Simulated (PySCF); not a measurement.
## Computed data sheet: `[CH]1C=C2CC2=C[CH+]1` [radical]

C7H6 (charge +1 and doublet state).
Structure used (PBE0-D3(BJ)/def2-SVP), in Å, numbered top down from 1:
```xyz
13
C7H6 angstrom
C     -1.4993   -0.6956   -0.0371
C     -0.3540   -1.4823    0.1225
C      0.7892   -0.7098    0.1263
C      2.0934   -0.0384    0.1505
C      0.8252    0.6801   -0.0145
C     -0.2772    1.4937   -0.1761
C     -1.4625    0.7508   -0.1819
H     -2.4840   -1.1730   -0.0574
H     -0.3942   -2.5682    0.2272
H      2.7858   -0.1443   -0.7082
H      2.6523    0.0444    1.1039
H     -0.2617    2.5794   -0.2890
H     -2.4217    1.2641   -0.3015
```

From PBE0-D3(BJ)/def2-SVP geometry optimisation, gas phase (PySCF):

```
Point group                  : C2v
Rotational constants A, B, C : 5.247, 3.303, 2.055 GHz
```

From UKS B3LYP, IGLO-III on C, pcH-1 on H, non-relativistic, mean-field spin-orbit, GIAO (PySCF):

```
Isotropic g value                                                      : 2.00262
Principal g values                                                     : 2.00210, 2.00218, 2.00357
Spin squared ⟨S²⟩                                                      : 0.764
Largest Mulliken spin population                                       : 0.30 on C3/C5
Largest isotropic hyperfine couplings (means over sets of like nuclei) : 1H +192.8 (H10/H11), 13C -36.0 (C4), 13C +25.3 (C3/C5), 1H -20.1 (H8/H13), 13C -19.0 (C2/C6) MHz
```

Monoisotopic mass of the ion (most abundant isotopes, electron mass counted): 90.0464 u.

With B = h/(8π²I), that is 505.379 GHz u Å² over I, the principal moments of inertia are 96.3, 153.0 and 246.0 u Å² (most abundant isotopes); the inertial defect Ic − Ia − Ib is -3.3 u Å² (zero for a rigid planar frame, negative otherwise). ⟨S²⟩ is 0.014 above the pure-spin value S(S + 1) = 0.75. The rotational constants make it an asymmetric top with κ = (2B − A − C)/(A − C) = -0.22, nearer the prolate limit (−1). At 9.50 GHz, hν = g·μB·B₀ (B₀ the magnetic field) puts the centre of the isotropic spectrum, to first order, at 338.9 mT. g_iso is shifted by about +300 ppm from the free-electron value 2.002319; the principal values span 0.0015.

The unpaired spin is shared among atoms: the largest Mulliken spin population is 0.30.
